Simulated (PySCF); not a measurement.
An unknown shows these calculated signals:

1H NMR (600 MHz, computed): δ 6.44 (m, 1H), 6.28 (m, 1H), 6.26 (m, 1H), 5.92 (m, 1H), 4.70 (s, 6H), 4.58 (m, 1H), 4.08 (m, 1H).

13C{1H} NMR (computed): δ 144.7 (CH2), 136.5 (CH).

All values are calculated (PySCF): PBE0/pcSseg-1 with gauge-including orbitals, GFN2-xTB structure. A single conformation, in vacuum, relativity neglected, rapidly exchanging positions averaged.

δ = σ(ref) − σ, references computed at the same level: 1H (σ = 31.72 ppm), 13C (σ = 186.93 ppm) against TMS.

Q: Which of these does the molecule contain: a vinyl group CH=CH2, a CF3 group, a non-aromatic C=C double bond, a Si–H bond, an aldehyde, a heteroaromatic ring?

A: 
- A vinyl group CH=CH2: yes (δC 144.7, 136.5; δH 6.26 (m), 6.44 (m), 6.28 (m)).
- A CF3 group: no.
- A non-aromatic C=C double bond: yes.
- A Si–H bond: yes (δH 4.08 (m), 4.58 (m)).
- An aldehyde: no.
- A heteroaromatic ring: no.

The data belong to `C=C[SiH2][Si@H](Cl)N([SiH3])[SiH3]`, C2H12ClNSi4; they needn't prove each group on their own.

Carbon signals by region: 2 in the sp2 and nitrile region (100–160 ppm).

Shifts are as computed. Against solution values, carbons near 30 ppm lie about +3 ppm off and those near 130 ppm about +5 ppm. Of 1309 compounds with measured shifts, 239 miss one by over three times the rms of a fit or turn the order of signals round; such compounds aren't used in these exercises. Multiplicities follow the n + 1 count of equivalent neighbours, as no J values were calculated; m marks all less simple cases, F and P coupling included.
